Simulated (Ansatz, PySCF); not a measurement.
## Energy differences in one family of gas-phase species

Each structure stands at its B3LYP-D3(BJ)/def2-TZVP stationary point, reached from a drawn start (curvature not checked).

(1), BF3 (SMILES FB(F)F) (charge 0, multiplicity 1):
```xyz
4

B      0.000     0.000     0.000
F      1.316     0.000     0.000
F     -0.658     1.139     0.000
F     -0.658    -1.139     0.000
```

(2), BF3H3N (SMILES [NH3+][B-](F)(F)F) (charge 0, multiplicity 1, Z-matrix in Å and degrees):
```
N
H 1 1.0164
H 1 1.0164 2 108.81
H 1 1.0164 2 108.81 3 118.41
B 1 1.6919 2 110.12 3 -120.79
F 5 1.3723 1 103.99 2 180.00
F 5 1.3723 6 114.35 1 112.72
F 5 1.3723 6 114.35 7 134.56
```

(3), NH3 (SMILES N) (charge 0, multiplicity 1):
```xyz
4

N      0.0000     0.0000     0.2791
H      0.0000     0.9428    -0.0931
H      0.8165    -0.4714    -0.0931
H     -0.8165    -0.4714    -0.0931
```

(4), BCl3 (SMILES ClB(Cl)Cl) (charge 0, multiplicity 1, Z-matrix in Å and degrees):
```
B
Cl 1 1.7452
Cl 1 1.7452 2 120.00
Cl 1 1.7452 2 120.00 3 180.00
```

(5), BCl3H3N (SMILES [NH3+][B-](Cl)(Cl)Cl) (charge 0, multiplicity 1):
```
atom    x (Å)    y (Å)    z (Å)
----  -------  -------  -------
B      0.0000   0.0000  -0.7630
Cl     1.7752   0.0000  -1.2396
Cl    -0.8876   1.5374  -1.2396
Cl    -0.8876  -1.5373  -1.2396
N      0.0000   0.0000   0.8606
H      0.4789   0.8294   1.2071
H     -0.9578   0.0000   1.2071
H      0.4789  -0.8294   1.2071
```

```json
[
 {"step": "(1) + (3) → (2)", "quantity": "reaction energy", "PBE/def2-TZVPP (kcal/mol)": "-21.50", "r2SCAN/def2-TZVPP (kcal/mol)": "-23.62", "B3LYP-D3(BJ)/def2-TZVPP (kcal/mol)": "-21.30", "PBE0/def2-TZVPP (kcal/mol)": "-22.99", "wB97M-V/def2-TZVPP (kcal/mol)": "-23.14", "CCSD(T)/cc-pV(T+d)Z (kcal/mol)": "-22.91"},
 {"step": "(4) + (3) → (5)", "quantity": "reaction energy", "PBE/def2-TZVPP (kcal/mol)": "-23.56", "r2SCAN/def2-TZVPP (kcal/mol)": "-26.06", "B3LYP-D3(BJ)/def2-TZVPP (kcal/mol)": "-24.98", "PBE0/def2-TZVPP (kcal/mol)": "-26.20", "wB97M-V/def2-TZVPP (kcal/mol)": "-27.41", "CCSD(T)/cc-pV(T+d)Z (kcal/mol)": "-26.91"},
 {"step": "(4) + (2) → (1) + (5)", "quantity": "reaction energy", "PBE/def2-TZVPP (kcal/mol)": "-2.06", "r2SCAN/def2-TZVPP (kcal/mol)": "-2.44", "B3LYP-D3(BJ)/def2-TZVPP (kcal/mol)": "-3.68", "PBE0/def2-TZVPP (kcal/mol)": "-3.21", "wB97M-V/def2-TZVPP (kcal/mol)": "-4.27", "CCSD(T)/cc-pV(T+d)Z (kcal/mol)": "-4.00"}
]
```

Right side less left side. No zero-point or thermal terms.

Correlated levels freeze the cores.

The values were computed with Ansatz (Gaussian orbitals); PySCF for the D3/D4 terms. Each number belongs to the level named beside it.

At CCSD(T)/cc-pV(T+d)Z the steps run from -26.91 ((4) + (3) → (5)) to -4.00 kcal/mol ((4) + (2) → (1) + (5)); 3 of 3 are downhill as written. PBE/def2-TZVPP, r2SCAN/def2-TZVPP, B3LYP-D3(BJ)/def2-TZVPP, PBE0/def2-TZVPP, wB97M-V/def2-TZVPP give the same order. Counted from CCSD(T)/cc-pV(T+d)Z, which is the highest level that all steps share and no exact value, the absolute differences over these 3 steps have mean and median 2.23 and 1.94 (PBE/def2-TZVPP), 1.04 and 0.85 (r2SCAN/def2-TZVPP), 1.28 and 1.61 (B3LYP-D3(BJ)/def2-TZVPP), 0.53 and 0.71 (PBE0/def2-TZVPP), 0.33 and 0.26 (wB97M-V/def2-TZVPP) kcal/mol; wB97M-V/def2-TZVPP lies nearest by the mean. PBE/def2-TZVPP is furthest off for (4) + (3) → (5), by 3.35 kcal/mol.

The steps were written down ahead of the runs, not picked by their results: 3 of 3 stand here.

Ansatz is a quantum-chemistry and plane-wave program.
